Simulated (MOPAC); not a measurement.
MOPAC input (PM3):

```
PM3 FORCE THERMO(298,298) PRECISE LET CHARGE=-1 GEO-OK AUX(PRECISION=9) THREADS=1
H3Cl2Si2

Cl    2.22792550 1   -0.84973868 1   -0.90628802 1
Si    1.25526847 1   -0.20788514 1    0.89163261 1
Si   -1.13242809 1   -0.26267006 1    0.41460501 1
Cl   -2.08080607 1    1.25519662 1   -0.79534625 1
H     1.45373815 1    1.29072001 1    0.73433339 1
H    -1.64534316 1   -1.52803652 1   -0.20769234 1
H    -1.88025698 1   -0.13925184 1    1.71058942 1
```

Output:

```
 *******************************************************************************
 **                                                                           **
 **                              MOPAC v23.2.5                                **
 **                                                                           **
 *******************************************************************************
 ** MOPAC's Digital Object Identifier: https://doi.org/10.5281/zenodo.6511958 **
 **                                                                           **
 ** Please cite the open-source release paper for use of this MOPAC version:  **
 ** J. E. Moussa and J. J. P. Stewart (2026)                                  **
 ** MOPAC: An open-source semiempirical molecular orbital program             **
 ** J. Open Source Softw., 11(119), 8025, https://doi.org/10.21105/joss.08025 **
 *******************************************************************************

                              PM3 CALCULATION RESULTS

 *******************************************************************************
 *  PM3        - The PM3 Hamiltonian to be used
 *  GEO-OK     - OVERRIDE INTERATOMIC DISTANCE AND OTHER SAFETY CHECKS
 *
 *
 *
 *                 CHARGE ON SYSTEM = -1
 *
 *
 *
 *  LET        - OVERRIDE SOME SAFETY CHECKS
 *  PRECISE    - TIGHTER CRITERIA TO BE USED
 *  FORCE      - FORCE CALCULATION SPECIFIED
 *  AUX        - OUTPUT AUXILIARY INFORMATION
 *  THERMO     - THERMODYNAMIC QUANTITIES TO BE CALCULATED
 *******************************************************************************
PM3 FORCE THERMO(298,298) PRECISE LET CHARGE=-1 GEO-OK AUX(PRECISION=9) THREADS=1
 H3Cl2Si2

   ATOM   CHEMICAL          X               Y               Z
  NUMBER   SYMBOL      (ANGSTROMS)     (ANGSTROMS)     (ANGSTROMS)

     1      Cl          2.22792550  *  -0.84973868  *  -0.90628802  *
     2      Si          1.25526847  *  -0.20788514  *   0.89163261  *
     3      Si         -1.13242809  *  -0.26267006  *   0.41460501  *
     4      Cl         -2.08080607  *   1.25519662  *  -0.79534625  *
     5       H          1.45373815  *   1.29072001  *   0.73433339  *
     6       H         -1.64534316  *  -1.52803652  *  -0.20769234  *
     7       H         -1.88025698  *  -0.13925184  *   1.71058942  *

          CARTESIAN COORDINATES

    NO.       ATOM           X           Y           Z

     1        Cl          2.2279     -0.8497     -0.9063
     2        Si          1.2553     -0.2079      0.8916
     3        Si         -1.1324     -0.2627      0.4146
     4        Cl         -2.0808      1.2552     -0.7953
     5         H          1.4537      1.2907      0.7343
     6         H         -1.6453     -1.5280     -0.2077
     7         H         -1.8803     -0.1393      1.7106

  H: (PM3): J. J. P. STEWART, J. COMP. CHEM. 10, 209 (1989).
 Si: (PM3): J. J. P. STEWART, J. COMP. CHEM. 10, 209 (1989).
 Cl: (PM3): J. J. P. STEWART, J. COMP. CHEM. 10, 209 (1989).
[...]
 REDUCED MASS        0.6143         Si2 -- Si3          +1.1% ( 10.6%)      9.1%
 EFFECTIVE MASS      1.7787
 FORCE CONSTANT      0.1748

 VIBRATION         11   11A          ATOM PAIR     ENERGY CONTRIBUTION    RADIAL
 FREQUENCY           711.51         Si3 -- H 6         +50.4% ( 69.9%)      0.4%
 TRANSITION DIPOLE   0.9925         Si3 -- H 7         +24.5% ( 48.8%)      0.5%
 TRAVEL (Ang.)       0.4349         Si2 -- H 5         +18.7% ( 42.6%)      0.0%
 REDUCED MASS        0.5010         Si2 -- Si3          +3.8% ( 19.2%)     93.4%
 EFFECTIVE MASS      2.5683
 FORCE CONSTANT      0.1494

 VIBRATION         12   12A          ATOM PAIR     ENERGY CONTRIBUTION    RADIAL
 FREQUENCY           853.56         Si3 -- H 7         +48.7% ( 55.4%)      1.8%
 TRANSITION DIPOLE   0.5791         Si3 -- H 6         +48.5% ( 55.3%)      1.9%
 TRAVEL (Ang.)       0.3957         Si2 -- Si3          +1.4% (  9.5%)     42.7%
 REDUCED MASS        0.5045         Si3 -- Cl4          +1.3% (  9.1%)     11.3%
 EFFECTIVE MASS      1.4989
 FORCE CONSTANT      0.2165

 VIBRATION         13   13A          ATOM PAIR     ENERGY CONTRIBUTION    RADIAL
 FREQUENCY          1913.84         Si3 -- H 6         +69.0% ( 83.8%)     99.1%
 TRANSITION DIPOLE   0.2468         Si3 -- H 7         +30.6% ( 55.9%)     96.3%
 TRAVEL (Ang.)       0.2461         Si2 -- Si3          +0.2% (  4.5%)      3.0%
 REDUCED MASS        0.5818         Si3 -- Cl4          +0.2% (  4.5%)      0.3%
 EFFECTIVE MASS      1.3918
 FORCE CONSTANT      1.2555

 VIBRATION         14   14A          ATOM PAIR     ENERGY CONTRIBUTION    RADIAL
 FREQUENCY          1928.77         Si3 -- H 7         +69.6% ( 82.9%)     99.4%
 TRANSITION DIPOLE   0.3853         Si3 -- H 6         +30.1% ( 54.6%)     96.2%
 TRAVEL (Ang.)       0.2481         Si2 -- Si3          +0.1% (  3.3%)     35.2%
 REDUCED MASS        0.5681         Si3 -- Cl4          +0.1% (  3.3%)      9.6%
 EFFECTIVE MASS      1.2332
 FORCE CONSTANT      1.2452

 VIBRATION         15   15A          ATOM PAIR     ENERGY CONTRIBUTION    RADIAL
 FREQUENCY          1954.11         Si2 -- H 5         +99.7% (100.0%)    100.0%
 TRANSITION DIPOLE   0.5639         Si2 -- Si3          +0.1% (  3.6%)      2.4%
 TRAVEL (Ang.)       0.1884         Cl1 -- Si2          +0.1% (  3.6%)      1.7%
 REDUCED MASS        0.9726
 EFFECTIVE MASS      1.3218
 FORCE CONSTANT      2.1881

      SYMMETRY NUMBER FOR POINT-GROUP C1  =  1

          SYSTEM IS A GROUND STATE

 H3Cl2Si2

          MOLECULE IS NOT LINEAR

          THERE ARE 15 GENUINE VIBRATIONS IN THIS SYSTEM
          THIS THERMODYNAMICS CALCULATION IS LIMITED TO
          MOLECULES WHICH HAVE NO INTERNAL ROTATIONS

                    CALCULATED THERMODYNAMIC PROPERTIES
                                          *
   TEMP. (K)   PARTITION FUNCTION   H.O.F.    ENTHALPY  HEAT CAPACITY ENTROPY
                                   KCAL/MOL   CAL/MOLE    CAL/K/MOL  CAL/K/MOL

 298.00  VIB.     0.1035D+03                  2750.9334    16.5648    18.4516
         ROT.     0.4181D+06                   888.2803     2.9808    28.7024
         INT.     0.4329D+08                  3639.2137    19.5456    47.1540
         TRA.     0.1435D+28                  1480.4672     4.9680    40.5001
         TOT.                     -107.417    5119.6809    24.5136    87.6541

   *: NOTE: HEATS OF FORMATION ARE RELATIVE TO THE
            ELEMENTS IN THEIR STANDARD STATE AT 298K
              (=  Standard Enthalpy of Formation).

            Hvib:  Zero-point energy is not included.
                   frequencies of less than zero cm-1 are not included.
            Hrot = (3/2)RT
            Htra = (3/2)RT + pV = (5/2)RT

            Heat capacity is Cp, not Cv

          For more information, see: HTTP://OpenMOPAC.net/Manual/thermochemistry.html

           FORCE CONSTANT IN CARTESIAN COORDINATES (Millidynes/A)

    ATOM   CHEMICAL       X               Y               Z
   NUMBER   SYMBOL  FORCE CONSTANT  FORCE CONSTANT  FORCE CONSTANT

      1      Cl        1.199587        0.096999        0.136317
      2      Si        1.511697        1.481397        2.412863
      3      Si        2.939897        2.759849        2.321225
      4      Cl        0.148047        0.476066        0.986158
      5       H        0.322030        0.201810        2.067493
      6       H        0.622756        0.845851        1.140172
      7       H        2.039507        0.223209        0.355219

 **********************
 *                    *
 * JOB ENDED NORMALLY *
 *                    *
 **********************

 == MOPAC DONE ==
```

The dipole moment of an ion depends on the origin.
